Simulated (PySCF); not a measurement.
Species: C₂H₂BrN₃.
SMILES: `Brc1cn[nH]n1`

Method: EOM-IP-CCSD/aug-cc-pVDZ in PySCF, restricted Hartree–Fock reference, 14 core orbitals frozen, non-relativistic, gas phase, PBE0-D3(BJ)/def2-SVP geometry.

Hartree–Fock orbital energies give these Koopmans values (eV): HOMO 10.04, HOMO-1 11.35, HOMO-2 11.75, HOMO-3 13.13, HOMO-4 13.54, HOMO-5 14.21, HOMO-6 16.04, HOMO-7 17.50.

Task: What vertical ionisation energies does EOM-IP-CCSD give?

Result: 
```csv
leading hole (HF orbital),Koopmans (eV),EOM-IP-CCSD (eV),change (eV),one-hole share
HOMO,10.04,9.63,-0.41,0.96
HOMO-2,11.75,10.92,-0.83,0.96
HOMO-1,11.35,10.96,-0.39,0.94
HOMO-4,13.54,11.45,-2.09,0.94
HOMO-3,13.13,12.32,-0.81,0.94
HOMO-5,14.21,12.40,-1.81,0.94
HOMO-6,16.04,14.83,-1.21,0.95
HOMO-7,17.50,15.92,-1.58,0.95
```

Task: Does the order of the lines follow the orbital energies?

Result: No: the HOMO-2 hole (10.92 eV) falls below the HOMO-1 hole (10.96 eV); the HOMO-4 hole (11.45 eV) falls below the HOMO-3 hole (12.32 eV). The corrections run from -2.09 to -0.39 eV, with a mean of -1.14 eV over the 8 lines; no line lies above its Koopmans value.

Task: At what kinetic energies would He I light (21.22 eV) eject these electrons?

Result: 11.59 eV (HOMO), 10.30 eV (HOMO-2), 10.26 eV (HOMO-1), 9.77 eV (HOMO-4), 8.90 eV (HOMO-3), 8.82 eV (HOMO-5), 6.39 eV (HOMO-6), 5.30 eV (HOMO-7).

Lines less than 0.15 eV apart could change places at a higher level. One root was sought for each valence orbital with −ε under 21 eV, eight at most, so deeper holes and satellites are missing; no vibrational structure.
